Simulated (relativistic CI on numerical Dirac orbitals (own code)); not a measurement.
**Sensitivity of the levels of Te16+ to α and to the nuclear radius**

Method of calculation: Dirac-Coulomb-Breit CI, KLI orbitals optimised for each configuration, derivatives by finite differences, unscaled Slater integrals, QED left out (own radial code, finite nucleus).

CI space (outside the closed core [Ar] 3d10): 4s²4p⁶, 4s²4p⁵4d, 4s4p⁶4d, 4s²4p⁵4f, 4s4p⁶4f, 4p⁶4d², 4p⁵4d³, 4p⁵4d²4f. Double excitations out of closed p, d and f shells are left out; levels of such configurations are missing from the list, as are those of other unlisted configurations, and high levels can miss mixing partners.

With x = (α/α₀)² − 1 an excitation energy changes as ω = ω₀ + qx; K = 2q/ω₀ is the relative enhancement. Terms are leading LS components, so labels can repeat. The field-shift factor is F = δν/δ⟨r²⟩ for the transition from the lowest level.

Lowest level 4s²4p⁶ ¹S0.

```
        Level  ω₀ (cm⁻¹)  q (cm⁻¹)       K  F (GHz/fm²)
4s²4p⁵4d ³P°0     584638      8212  0.0281         1.89
4s²4p⁵4d ³P°1     595753     14210  0.0477         1.86
4s²4p⁵4d ³F°3     616177     11910  0.0387         1.66
4s²4p⁵4d ³P°2     617023     21650  0.0702         1.85
4s²4p⁵4d ³F°4     619193     26450  0.0854         1.82
4s²4p⁵4d ¹D°2     632839     23540  0.0744         1.81
4s²4p⁵4d ³D°3     657758     25810  0.0785          2.2
4s²4p⁵4d ³D°1     690633     59680   0.173         0.77
4s²4p⁵4d ³F°2     710622    110900   0.312        -1.34
4s²4p⁵4d ³D°2     734279    126800   0.345       -0.906
4s²4p⁵4d ¹F°3     742691    130000    0.35        -1.13
4s²4p⁵4d ¹P°1     865235     76540   0.177         0.67
  4s4p⁶4d ³D1    1132828    131600   0.232         -128
```

At this charge energies of transitions that change n are usually good to better than 1 %, and those within a shell (Δn = 0) to a few per cent.
